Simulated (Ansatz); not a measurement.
# A basis-limit estimate, worked out

An elementary step of Si$_{4}$H$_{10}$ClF, closed shell (Si₄H₉Cl ([SiH3][Si]([SiH3])([SiH3])[Cl]) + HF → Si₃H₇Cl ([SiH3][SiH]([SiH3])[Cl]) + SiH₃F ([F][SiH3]); bonds formed: Si1–H6, Si2–F7; bonds broken: Si1–Si2, H6–F7). “Start” is the structure reached by relaxing down from the saddle towards the reactants; PBE0-D4/def2-TZVP structures. The saddle:

Si1  (-0.227, 0.586, 0.048)
Si2  (2.190, -0.283, 0.548)
Si3  (-0.314, -0.138, -2.173)
Si4  (-2.276, 0.158, 1.112)
Cl5  (0.091, 2.632, 0.135)
H6  (0.546, -0.420, 1.332)
F7  (1.208, -1.145, 1.998)
H8  (3.163, 0.159, 1.570)
H9  (2.422, -1.580, -0.122)
H10  (2.356, 0.745, -0.535)
H11  (-1.414, 0.582, -2.867)
H12  (0.973, 0.124, -2.866)
H13  (-0.603, -1.598, -2.175)
H14  (-2.533, -1.306, 1.059)
H15  (-2.214, 0.604, 2.528)
H16  (-3.370, 0.878, 0.408)
(Å)

Computed with Ansatz 0.2.0 (basis: def2-TZVPP and def2-QZVPP); correlated methods freeze the cores.

Energies in eV:

| quantity | saddle | start |
| --- | --- | --- |
| Hartree–Fock, triple zeta (X = 3) | -46818.29674 | -46820.79262 |
| Hartree–Fock, quadruple zeta (X = 4) | -46819.74366 | -46822.22682 |
| MP2 correlation, X = 3 | -27.15287 | -26.35657 |
| MP2 correlation, X = 4 | -29.44208 | -28.63403 |
| CCSD(T) correlation, X = 3 | -30.73704 | -30.03126 |

Q: Work out the barrier at the basis limit: extrapolate Hartree–Fock as E(X) = E∞ + A exp(−7.88 √X) and the MP2 correlation as E(X) = E∞ + B X^−2.97 (the exponents that Neese and Valeev fitted for def2-TZVPP and QZVPP), then add CCSD(T) − MP2 in triple zeta.

A: Each step is linear, so take the differences first (saddle − start): Hartree–Fock 2.49588 (X = 3) and 2.48316 (X = 4); MP2 correlation -0.79630 and -0.80805; CCSD(T) correlation -0.70578.
Two points give E∞ = E(4) + w [E(4) − E(3)], with w = 1/(exp(7.88 (2 − √3)) − 1) = 0.1377 for Hartree–Fock and w = 1/((4/3)^2.97 − 1) = 0.7407 for the correlation.
Hartree–Fock: 2.48316 + 0.1377 × (-0.01272) = 2.4814 eV.
MP2 correlation: -0.80805 + 0.7407 × (-0.01175) = -0.8168 eV.
CCSD(T) − MP2: -0.70578 − (-0.79630) = 0.0905 eV.
Sum: 2.4814 + (-0.8168) + 0.0905 = 1.7551 eV, or 40.47 kcal/mol. Plain CCSD(T) in triple zeta gives 1.7901 eV, so the larger basis shifts the result by -0.0350 eV.

No T1 diagnostic of these runs exceeds 0.015.

Labels in which every atom is bracketed show which atoms are joined, not bond orders.

For scale, one of the runs: CCSD(T)/def2-TZVPP, 381 basis functions, launched by `ansatz run in.yaml --threads 4 --pin off --events-out ev --progress --plain --max-ram 46080MiB --backend cuda --devices 0, --max-vram 37GiB`. Time: 10 s of wall clock on 4 CPU threads of an AMD EPYC 7R13 and a share of one NVIDIA H100; the host was shared. Peak host memory: 0.88 GiB.
